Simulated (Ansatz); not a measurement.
Input for Ansatz (development build ahead of 0.2.0):

```yaml
crystal:
  periodic: [false, false, false]
  atoms:
    - { symbol: C, position_ang: [-0.00871, -0.02011, -1.8167] }
    - { symbol: I, position_ang: [0.02154, 0.05188, 0.33017] }
    - { symbol: H, position_ang: [-0.02587, -1.05128, -2.18649] }
    - { symbol: H, position_ang: [-0.86657, 0.51991, -2.15186] }
    - { symbol: H, position_ang: [0.90142, 0.52865, -2.1499] }
basis:
  gaussian: { orbitals: def2-SVP }
hamiltonian:
  xc: hf
correlation:
  method: mp2
  frozen_orbitals: { C: 1, H: 0, I: 4 }
```

The input is written out in the form of the current development build from the run's settings. The basis set brings a core potential for I, so the total leaves out those core electrons.

Output:

```json
{"Converged": "yes", "Reference energy": "-336.23153 hartree", "Correlation energy": "-0.26962 hartree", "Total energy": "-336.50115 hartree", "Spin squared of the determinant": "0.000"}
```
